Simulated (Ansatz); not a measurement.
Gas-phase electronic energies from Ansatz, PBE0-D4/def2-TZVP geometries. CCSD(T)/CBS is the MP2 limit (def2-TZVPP, def2-QZVPP) plus CCSD(T) − MP2 in def2-TZVPP, frozen cores. This one scheme is used for every species. One conformer a species, not always the lowest.

`[CH3][Al]([NH2])[Cl]` + disilane → `[CH3][Al]([NH2])[SiH2][SiH3]` + HCl  (formal exchange of groups at the Al–Cl bond)

`[CH3][Al]([NH2])[Cl]`:

Cartesian coordinates in Å:
```
C -0.049 1.218 -0.893
Al -0.275 -0.539 -0.108
N 0.438 -1.024 1.426
Cl -1.425 -2.008 -1.086
H 0.426 1.146 -1.876
H 0.564 1.871 -0.268
H -1.017 1.704 -1.044
H 0.328 -1.934 1.843
H 1.010 -0.435 2.007
```

`[SiH3][SiH3]`:

Z-matrix (Å, degrees):
```
Si
Si 1 2.338
H 1 1.488 2 110.3
H 1 1.488 2 110.3 3 120.0
H 1 1.488 2 110.3 3 -120.0
H 2 1.488 1 110.3 3 59.9
H 2 1.488 1 110.3 3 179.9
H 2 1.488 1 110.3 3 -60.1
```

`[CH3][Al]([NH2])[SiH2][SiH3]`:

```xyz
15

C     0.306   -1.479   -1.936
Al    0.592    0.197   -0.979
N     0.780    1.713   -1.874
Si    0.635    0.354    1.465
Si   -1.475   -0.115    2.360
H     0.303   -1.346   -3.021
H     1.081   -2.211   -1.690
H    -0.651   -1.931   -1.652
H     0.754    1.805   -2.877
H     0.934    2.612   -1.447
H     1.585   -0.630    2.066
H     1.043    1.706    1.952
H    -1.914   -1.473    1.933
H    -1.497   -0.068    3.848
H    -2.476    0.864    1.851
```

HCl:

```xyz
2

Cl    0.292   -0.433   -0.370
H    -0.292    0.433    0.370
```

```tsv
species	CCSD(T)/CBS(def2) energy (Eh)
`[CH3][Al]([NH2])[Cl]`	-797.68797
`[SiH3][SiH3]`	-581.74359
`[CH3][Al]([NH2])[SiH2][SiH3]`	-918.99091
HCl	-460.38127
```

Problem. Work out ΔE.

Solution. ΔE = (-918.99091) + (-460.38127) − (-797.68797) − (-581.74359) = 0.05938 Eh = +37.3 kcal/mol.

Largest T1 diagnostic among the species: 0.013.

In def2-TZVPP, CCSD(T) changes the Hartree–Fock value by −7.4 kcal/mol (the triples alone add −1.0 kcal/mol) and MP2 by −5.3 kcal/mol. The D4 term adds −1.2 kcal/mol with B3LYP and −0.8 kcal/mol with PBE0; it sums over pairs of atoms, weighted by their polarisabilities, and B3LYP, whose exchange is more repulsive, gets the larger term. From PBE to PBE0 (25 % exact exchange), in def2-TZVPP and without D4, ΔE moves by +1.9 kcal/mol.

B3LYP here is the variant with VWN-RPA as its local correlation; programs differ in this.
